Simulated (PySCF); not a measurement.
## Diatomic cations of K with the second period

PBE0 with double-zeta basis sets in PySCF, for the lowest determinant that a PBE0 search found; no spin–orbit coupling. De refers to high-spin ground-configuration atoms (the charge goes to the atom of lower measured ionisation energy or higher electron affinity, which is not always the lowest computed limit). A positive dipole points towards K; it is taken about the centre of mass and depends on that origin.

```csv
M,basis,charged atom,state (unpaired electrons),Re (Å),ωe (cm⁻¹),De (eV),μ (D)
Li,aug-pcseg-1,K+,doublet (σ ↑),3.877,144,0.56,-3.44
Be,def2-SVPD,K+,singlet (closed shell),3.530,138,0.25,0.67
B,x2c-SVPall,K+,doublet (σ ↑),3.401,133,0.34,2.17
N,"6-31G(d,p)",K+,"quartet (σ ↑, π ↑↑)",3.127,90.4,0.11,3.46
O,def2-SVP,K+,triplet (π ↑↑),3.006,114,0.26,3.75
F,x2c-SVPall,K+,doublet (π ↑),2.874,108,0.20,4.18
```

The shortest bond is that of KF⁺ (2.874 Å), the longest that of KLi⁺ (3.877 Å).

The rows differ in basis set, which adds steps of its own.

The state changes along the series, so neighbouring rows are not always alike in their bonding.

Closed-shell solutions of metal pairs were not tested for spin polarisation, which can lower them a little. Weak bonds: KBe⁺, KB⁺, KF⁺, KN⁺, KO⁺. Basis-set superposition, not corrected here, can be much of De in a small basis, most of all at correlated wavefunction levels. For an ion De counts to the pair picked by the measured ionisation energies or electron affinities, which need not be the lowest pair at this level. States were picked by a PBE0 search and need not be the measured ground states.
